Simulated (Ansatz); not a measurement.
Born–Oppenheimer molecular dynamics of ClF2HSi (5 atoms, charge 0, multiplicity 1). It starts from a relaxed structure.

Computed with RKS PBE0-D4/cc-pVDZ (Ansatz).

- ensemble: NVT, Langevin thermostat
- time step: 0.25 fs
- steps asked: 250
- set temperature: 300 K
- friction: 0.05 /fs
- seed: 851888

First frame:

```xyz
5
Properties=species:S:1:pos:R:3
Si -0.014 -0.025 0.029
Cl 0.011 0.018 2.071
F 1.520 0.010 -0.509
F -0.751 1.321 -0.510
H -0.703 -1.218 -0.496
```

Problem. How far do the bonds stretch over the last three quarters of this one trajectory? (Pairs bonded in most of those frames.)

Solution. 
```tsv
bond	mean (Å)	spread (Å)	shortest	longest
Si1–Cl2	2.015	0.014	1.99	2.05
Si1–F3	1.623	0.017	1.59	1.65
Si1–F4	1.630	0.023	1.58	1.66
Si1–H5	1.479	0.039	1.42	1.55
```

Mean temperature of the second half: 353 K. The mean temperature of the second half is 18 % above the set value. A run of 0.062 ps of so small a system gives no equilibrium averages.

Time of the run: 9.5 min on 1 thread of Arm Neoverse V1, with other jobs on the host, peak memory 0.13 GiB.
